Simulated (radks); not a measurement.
Spin polarisation of the 3d5 shell in the chromium ion Cr+. Start: [Ar] 3d(up 2.5, down 2.5); electrons of 3d are moved from spin down to spin up, other shells keep equal spins. All-electron calculation, scalar-relativistic Kohn-Sham, LDA (Slater exchange, Perdew-Wang correlation), spin-polarised, spherical densities, finite nucleus; Fermi nuclear charge, rms radius of each element as measured or else 0.836 A^(1/3) + 0.57 fm. Program: a radial shooting solver on a logarithmic mesh with Libxc functionals.

moment (Bohr magnetons) = 0: E - E(0) (eV) 0.000; e(3d up) (eV) -10.161; e(3d down) (eV) -10.161; 3p down minus up (eV) 0.000; 3s down minus up (eV) 0.000; 2p down minus up (eV) 0.000
moment (Bohr magnetons) = 1: E - E(0) (eV) -0.185; e(3d up) (eV) -10.498; e(3d down) (eV) -9.757; 3p down minus up (eV) 0.856; 3s down minus up (eV) 0.875; 2p down minus up (eV) 0.283
moment (Bohr magnetons) = 2: E - E(0) (eV) -0.741; e(3d up) (eV) -10.770; e(3d down) (eV) -9.288; 3p down minus up (eV) 1.710; 3s down minus up (eV) 1.748; 2p down minus up (eV) 0.563
moment (Bohr magnetons) = 3: E - E(0) (eV) -1.667; e(3d up) (eV) -10.970; e(3d down) (eV) -8.748; 3p down minus up (eV) 2.559; 3s down minus up (eV) 2.613; 2p down minus up (eV) 0.837
moment (Bohr magnetons) = 4: E - E(0) (eV) -2.963; e(3d up) (eV) -11.091; e(3d down) (eV) -8.130; 3p down minus up (eV) 3.399; 3s down minus up (eV) 3.467; 2p down minus up (eV) 1.104
moment (Bohr magnetons) = 5: E - E(0) (eV) -4.628; e(3d up) (eV) -11.120; e(3d down) (eV) -7.412; 3p down minus up (eV) 4.226; 3s down minus up (eV) 4.305; 2p down minus up (eV) 1.359

At moment 5 the spin-polarisation energy is -4.628 eV and the 3d exchange splitting 3.708 eV, that is 0.742 eV per Bohr magneton; E = -I m^2/4 would give I = 0.740 eV.
